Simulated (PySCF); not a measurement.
Ga(Br)2(OH) (Br2GaHO), SMILES [Br][Ga]([Br])[OH]. The structure is a stationary point at PBE-D3(BJ)/def2-SVP. The structure was generated by enumeration; whether it is a known compound was not checked. One conformer was computed; it need not be the lowest.

Calculation: PBE-D3(BJ)/def2-SVP (PySCF).

Harmonic wavenumbers (cm⁻¹): 83, 133, 145, 258, 342, 342, 692, 829, 3714. Rotational constants (GHz): 3.039, 0.7927, 0.6287; symmetry number 1.

**Question.** Work out the zero-point energy and the ideal-gas rigid-rotor harmonic-oscillator thermochemistry at 298.15 K and 1 atm.

**Answer.** ZPE = ½ Σ hcν = ½ × 6537 cm⁻¹ = 9.35 kcal/mol. H − E(el) = 13.91 kcal/mol. Entropy in cal/(mol K): translation 42.41, rotation 29.74, vibration 14.05, total 86.20. G − E(el) = -11.79 kcal/mol. Cp = 20.12 cal/(mol K). Modes under 150 cm⁻¹ make the vibrational entropy uncertain.
